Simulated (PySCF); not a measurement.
How the method moves the HOMO and LUMO of `C#C[SiH2]C[SiH2]F`

Species: C3H7FSi2.
Cartesian coordinates in Å at the PBE0-D3(BJ)/def2-SVP level; atoms count from 1:
```
atom  x, y, z in Å
C1     2.8681    0.4205    0.4656
C2     1.9439   -0.0726   -0.1539
Si3    0.5212   -0.7929   -1.0668
C4    -1.0176    0.2223   -0.6959
Si5   -1.5030    0.3523    1.0988
F6    -1.6704   -1.1555    1.6951
H7     3.6868    0.8527    1.0135
H8     0.8262   -0.7583   -2.5280
H9     0.3425   -2.2106   -0.6421
H10   -1.8622   -0.2045   -1.2646
H11   -0.8524    1.2447   -1.0808
H12   -0.4593    1.0499    1.8984
H13   -2.8196    1.0360    1.2484
```

Basis pcSseg-1 throughout (PySCF), one geometry. One conformer (not necessarily the lowest) at the PBE0-D3(BJ)/def2-SVP geometry, without solvent, vibrations or thermal averaging.

Task: How do the orbital energies, the gap and the dipole change with the method?

Result: 
```
   method                    kind  HOMO (eV)  LUMO (eV)  gap (eV)  μ (D)  SCF cycles
     BLYP                     GGA      -6.84      -0.94      5.90   1.86          15
    B97-D                     GGA      -6.97      -0.98      5.99   1.88          15
     OPBE                     GGA      -6.99      -0.97      6.03   1.87          16
      KT3                     GGA      -7.00      -1.06      5.94   1.86          16
      KT2                     GGA      -7.01      -1.16      5.84   1.87          16
      PBE                     GGA      -7.02      -1.11      5.91   1.87          15
     BP86                     GGA      -7.12      -1.19      5.93   1.88          15
      LDA                     LDA      -7.16      -1.34      5.83   1.95          15
    B97-2           global hybrid      -7.99      -0.20      7.79   1.99          14
    B3LYP           global hybrid      -7.99      -0.37      7.62   1.96          14
     PBE0           global hybrid      -8.25      -0.18      8.06   2.00          14
 mPW1PW91           global hybrid      -8.27      -0.18      8.09   2.00          14
BHandHLYP           global hybrid      -9.30       0.85     10.15   2.08          13
CAM-B3LYP  range-separated hybrid      -9.58       0.95     10.53   1.99          13
  wB97X-D  range-separated hybrid     -10.13       1.60     11.73   2.02          14
       HF            Hartree–Fock     -10.96       3.31     14.27   2.18          12
  LC-wPBE  range-separated hybrid     -11.04       2.09     13.13   1.99          13
```

The HOMO spans 4.20 eV, from BLYP down to LC-wPBE, and the gap runs from 5.83 eV (LDA) to 14.27 eV (HF). Over the methods BLYP (0 %), B97-D (0 %), OPBE (0 %), KT3 (0 %), KT2 (0 %), PBE (0 %), BP86 (0 %), LDA (0 %), B97-2 (21 %), B3LYP (20 %), PBE0 (25 %), mPW1PW91 (25 %), BHandHLYP (50 %), HF (100 %), a straight line through the gap against the share of exact exchange rises by 0.84 eV for each 10 % (correlation coefficient 1.000). The dipole ranges from 1.86 D (BLYP) to 2.18 D (HF). This basis has no diffuse functions.
